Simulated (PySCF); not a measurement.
How methods differ on the ionisation energy of Kr²⁺

Kr²⁺ [Ar] 3d10 4s2 4p4 (3P) → Kr³⁺ [Ar] 3d10 4s2 4p3 (4S), as a difference of total energies. All numbers are calculated (PySCF 2.14, the spin-free X2C one-electron Hamiltonian (Gaussian nucleus), in aug-cc-pVQZ-DK (8s7p5d3f2g, 93 functions)). Correlated levels: valence: [Ar] 3d10 frozen. The calculations carry no spin-orbit coupling.

| method | ionisation energy (eV) | plus first-order spin-orbit estimate | error of that sum (eV) |
| --- | --- | --- | --- |
| UHF | 34.330 | 34.570 | -1.268 |
| MP2 (valence) | 35.170 | 35.410 | -0.428 |
| SCS-MP2 (valence) | 35.267 | 35.507 | -0.331 |
| CCSD (valence) | 35.299 | 35.539 | -0.299 |
| CCSD(T) (valence) | 35.327 | 35.567 | -0.271 |

Reference: 35.838 ± 0.02 eV (measured; NIST Atomic Spectra Database, ionization energies).

A first-order spin-orbit estimate (lowest level to lowest level, LS coupling) adds 0.240 eV.

Errors of the correlated levels include the incompleteness of this basis and the frozen core.
